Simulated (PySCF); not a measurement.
B (boron, neutral) across methods

[He] 2s1 2p1 3s1, high-spin 4P determinant (an excited configuration). Calculation: PySCF 2.14, in aug-cc-pV5Z (7s6p5d4f3g2h, 127 functions); the non-relativistic Hamiltonian (point nucleus).

```tsv
method	E (hartree)	mean ε 2s α (eV)	mean ε 2p α (eV)	mean ε 3s α (eV)	Σ⟨r²⟩ (bohr²)	⟨S²⟩
r2SCAN	-24.3058	-15.985	-10.196	-1.962	47.97	3.750
UHF	-24.23849	-21.865	-15.580	-3.160	48.52	3.750
PBE0	-24.2841	-17.208	-11.293	-2.359	48.06	3.750
wB97X-V	-24.3064	-19.737	-13.698	-3.253	48.14	3.750
LDA	-24.0163	-15.413	-9.594	-1.985	47.11	3.750
PBE	-24.2757	-15.529	-9.775	-1.997	47.79	3.750
HSE06	-24.2878	-16.766	-10.898	-2.048	47.96	3.750
```

(1) Estimate the same row for MN15.

The outer electron is Rydberg-like, and this basis confines it to a smaller radius and binds it less than a complete one would.

Answers

(1) E (hartree) = -24.2849; mean ε 2s α (eV) = -17.427; mean ε 2p α (eV) = -11.149; mean ε 3s α (eV) = -2.140; Σ⟨r²⟩ (bohr²) = 46.13; ⟨S²⟩ = 3.750.
